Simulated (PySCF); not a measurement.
Molecule: `FC(S(=O)(=O)O)(F)F`, CHF3O3S.

Cartesian coordinates in Å; atom numbers follow the order of the lines, from 1:
```xyz
9

O    -0.755   -0.046    1.716
S    -0.756   -0.284    0.291
O    -1.400   -1.397   -0.346
O    -1.248    1.050   -0.463
C     1.017   -0.283   -0.253
F     1.570    0.870    0.089
F     1.641   -1.271    0.353
F     1.093   -0.439   -1.557
H    -1.149    1.802    0.144
```

Geometry PBE0-D3(BJ)/def2-SVP throughout; GIAO in PySCF 2.14.0 with density-fitted response routines, gas phase, one conformer, non-relativistic; equivalent atoms averaged; functional PBE0.

For orientation, aug-cc-pVDZ gives these absolute shieldings σ: O1/O3 135.0, O4 153.5, S2 269.6, C5 73.0, F6/F7/F8 275.8, H9 26.66 ppm.

A run gave: O1/O3 129.9, O4 155.7, S2 255.3, C5 69.2, F6/F7/F8 286.1, H9 27.00 ppm (absolute shieldings σ).

Which basis set was used in that run?
A. def2-TZVP
B. pcSseg-0
C. cc-pVTZ
D. def2-SVP

Results:

D. S2 tells them apart best: def2-SVP gives 255.3, def2-TZVP gives 145.4, pcSseg-0 gives 154.7, cc-pVTZ gives 213.1 ppm.
